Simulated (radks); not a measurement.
Values are calculated unless marked as measured or tabulated.
The gallium ion Ga3+, configuration [Ar] 3d9 7f1 (not the ground configuration).

Level of theory: Dirac Kohn-Sham, PBEsol, spin-unpolarised, spherical densities, point nucleus; open shells are shared between the two j in proportion to 2j + 1 (a radial shooting solver on a logarithmic mesh with Libxc functionals).

Energy parts (eV):
total: -52742.140
kinetic: 53788.645
electron-nucleus: -125801.889
Hartree: 21243.304
exchange-correlation: -1972.201

Orbitals (lengths in bohr, moments of r in powers of bohr; r(max) is where P^2 peaks):
orbital,occ.,eigenvalue (eV),<r>,<r^4>,r(max),<r^2>
1s1/2,2,-10275.50,0.04863,0.00002605,0.03180,0.003182
2s1/2,2,-1317.933,0.2177,0.005444,0.1826,0.05598
2p1/2,2,-1173.571,0.1884,0.003849,0.1445,0.04360
2p3/2,4,-1145.951,0.1919,0.004093,0.1474,0.04510
3s1/2,2,-203.2852,0.6475,0.3752,0.5636,0.4833
3p1/2,2,-156.4479,0.6638,0.4617,0.5595,0.5180
3p3/2,4,-152.7406,0.6740,0.4899,0.5677,0.5338
3d3/2,3.6,-73.6326,0.7411,1.064,0.5232,0.6896
3d5/2,5.4,-73.1234,0.7453,1.087,0.5259,0.6974
7f5/2,0.428571,-4.2163,16.11,113000,18.40,293.2
7f7/2,0.571429,-4.2161,16.11,113000,18.40,293.2

The highest occupied level is 7f7/2 at -4.216 eV. Summed over all electrons, <r^2> = 304.0 bohr^2, which gives a Langevin (diamagnetic) susceptibility term of -241 x 10^-6 cm^3/mol.
